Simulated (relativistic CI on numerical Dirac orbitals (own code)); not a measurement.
**How well does a small relativistic CI reproduce Fe VI?**

Computed by Dirac-Coulomb-Breit CI, orbitals from a KLI potential per configuration, model QED (radiative potential, 1s self-energy scaled to tabulated hydrogen-like ionisation energies), valence Slater integrals scaled by 0.85, P86 correlation energy added to each configuration (own radial code, finite nucleus).

CI space (outside the closed core [Ne]): 3s²3p⁶3d³, 3s²3p⁶3d²4s, 3s²3p⁵3d⁴, 3s²3p⁶3d²4p, 3s²3p⁶3d²4d, 3s3p⁶3d⁴, 3s²3p⁶3d²5s, 3s²3p⁶3d²4f, 3s²3p⁶3d²5p, 3s²3p⁶3d²5d, 3s²3p⁶3d²5f, 3s²3p⁶3d²5g, 3s²3p⁶3d4s4p, 3s²3p⁵3d³4s, 3s²3p⁶3d4s², 3s²3p⁶4s²4p, 3s²3p⁶4s²4d, 3s²3p⁶4s²5s. Double excitations out of closed p, d and f shells are left out; levels of such configurations are missing from the list, as are those of other unlisted configurations, and high levels can miss mixing partners.

```tsv
Configuration	Term (tabulated)	J	Measured (cm⁻¹)	Computed	Error	Purity (%)
3s²3p⁶3d³	4F	3/2	0.0	0	0	100
3s²3p⁶3d³	4F	5/2	511.3	493	-18	100
3s²3p⁶3d³	4F	7/2	1188.3	1145	-43	100
3s²3p⁶3d³	4F	9/2	2000.6	1930	-71	100
3s²3p⁶3d³	4P	1/2	18738.3	18394	-345	99
3s²3p⁶3d³	4P	3/2	18942.0	18594	-348	97
3s²3p⁶3d³	4P	5/2	19610.8	19239	-372	100
3s²3p⁶3d³	2G	7/2	20616.4	19629	-988	100
3s²3p⁶3d³	2G	9/2	21315.0	20294	-1021	97
3s²3p⁶3d³	2P	3/2	26214.9	25876	-339	60
3s²3p⁶3d³	2P	1/2	26495.5	26090	-406	99
3s²3p⁶3d³	2D2	5/2	28484.3	28132	-352	99
3s²3p⁶3d³	2D2	3/2	28627.9	28253	-375	62
3s²3p⁶3d³	2H	9/2	28724.3	26940	-1785	98
3s²3p⁶3d³	2H	11/2	29202.9	27392	-1811	100
3s²3p⁶3d³	2F	7/2	46217.3	44452	-1765	100
3s²3p⁶3d³	2F	5/2	46603.7	44831	-1772	100
3s²3p⁶3d³	2D1	5/2	71707.6	70330	-1378	100
3s²3p⁶3d³	2D1	3/2	72048.9	70634	-1414	100
3s²3p⁶3d²4s	4F	3/2	261841.4	267771	5930	100
3s²3p⁶3d²4s	4F	5/2	262368.4	268282	5914	99
3s²3p⁶3d²4s	4F	7/2	263135.9	269027	5891	99
3s²3p⁶3d²4s	4F	9/2	264118.3	269983	5864	100
3s²3p⁶3d²4s	2F	5/2	269140.2	274893	5753	99
3s²3p⁶3d²4s	2F	7/2	270672.6	276383	5711	99
3s²3p⁶3d²4s	2D	5/2	280901.5	287325	6423	75
3s²3p⁶3d²4s	2D	3/2	281217.8	287610	6392	85
3s²3p⁶3d²4s	4P	1/2	281477.0	288142	6665	100
3s²3p⁶3d²4s	4P	3/2	282035.0	288619	6584	86
3s²3p⁶3d²4s	4P	5/2	282951.9	289476	6525	75
3s²3p⁶3d²4s	2P	1/2	287919.2	294583	6664	99
3s²3p⁶3d²4s	2P	3/2	288638.3	295276	6638	98
3s²3p⁶3d²4s	2G	9/2	292313.0	296809	4496	100
3s²3p⁶3d²4s	2G	7/2	292330.1	296827	4497	100
3s²3p⁶3d²4p	4F°	3/2	339539.8	343439	3899	92
3s²3p⁶3d²4p	2D°	5/2	345907.1	349944	4037	80
3s²3p⁶3d²4p	2G°	7/2	348962.1	353114	4152	98
3s²3p⁶3d²4p	2G°	9/2	350017.8	354149	4131	98
3s²3p⁶3d²4p	2S°	1/2	351805.8	356929	5124	97
3s²3p⁶3d²4p	4S°	3/2	355657.1	360133	4476	82
3s²3p⁶3d²4p	2P°	3/2	357755.2	361918	4163	75
3s²3p⁶3d²4p	2P°	1/2	359099.3	363211	4111	95
3s²3p⁶3d²4p	4D°	1/2	359395.9	364010	4614	96
3s²3p⁶3d²4p	4D°	3/2	359781.3	364491	4710	94
3s²3p⁶3d²4p	2F°	7/2	359884.0	364289	4405	87
3s²3p⁶3d²4p	4D°	5/2	360707.1	365387	4680	87
3s²3p⁶3d²4p	2D°	3/2	361858.2	366360	4502	88
3s²3p⁶3d²4p	4D°	7/2	362270.0	366876	4606	87
3s²3p⁶3d²4p	2D°	5/2	362602.9	367140	4537	82
```

Measured levels from Corliss and Sugar, J. Phys. Chem. Ref. Data 11, 135 (1982); pairs were made by configuration, J and term (by order where the table uses no LS term), so strongly mixed levels may be paired wrongly. Some J values or terms of the table were assigned by a fit.

Mean error by configuration (cm⁻¹): 3s²3p⁶3d³ -811; 3s²3p⁶3d²4s 5996; 3s²3p⁶3d²4p 4410. Over the excited levels the mean absolute error is 3556 cm⁻¹ (48 of the 48 excited levels that our extract of the source holds in range could be paired), and the median relative error of those above 1,000 cm⁻¹ is 1.9 %.
